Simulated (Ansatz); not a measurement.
Harmonic frequencies (cm⁻¹) at PBE0-D4/def2-TZVP from Ansatz: 174, 390, 625, 702, 852, 916, 924, 978, 984, 1585, 2177, 2229, 2232, 3603, 3695.

Which molecule is it?
A. `C#C[Si](Cl)(Cl)C#C`
B. `O[Si](O)(F)F`
C. `N[SiH3]`
D. `F[SiH](F)[SiH3]`

C.
